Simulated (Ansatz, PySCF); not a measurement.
CH12OSi4, SMILES [SiH3]C[Si@H]([SiH2][SiH3])O.

Geometry: PBE0-D3(BJ)/def2-SVP. The structure was generated by enumeration; whether it is a known compound was not checked. One conformer was computed; it need not be the lowest.

Vertical ionisation energy (IE) and electron affinity (EA) in eV. Rows of orbital energies are one-electron estimates. Where ΔSCF, EOM or ADC give a negative EA the extra electron is unbound and the value depends on the basis.

```json
[
 {"level": "−ε(HOMO), −ε(LUMO), B3LYP/def2-TZVP (PySCF)", "IE": "?", "EA": "?"},
 {"level": "−ε(HOMO), −ε(LUMO), PBE/def2-TZVP (PySCF)", "IE": "6.66", "EA": "1.27"},
 {"level": "ΔSCF, CAM-B3LYP/def2-SVPD (Ansatz), final states of multiplicity 2 and 2", "IE": "9.62", "EA": "-0.98"},
 {"level": "ΔSCF, PBE/def2-SVPD (Ansatz), final states of multiplicity 2 and 2", "IE": "9.15", "EA": "-0.56"}
]
```

Question: Fill in the missing entries. (The exact figures need the calculation; the answer reports its results.)

Answer: 
- −ε(HOMO), −ε(LUMO), B3LYP/def2-TZVP (PySCF), IE: 7.55
- −ε(HOMO), −ε(LUMO), B3LYP/def2-TZVP (PySCF), EA: 0.61

Question: What vertical singlet–triplet gap does ΔSCF give with CAM-B3LYP/def2-SVPD (Ansatz, a first-principles code) and with PBE/def2-SVPD (Ansatz)? (The exact figures need the calculation; the answer reports its results.)

Answer: 5.84 and 5.16 eV (triplet above singlet where positive).
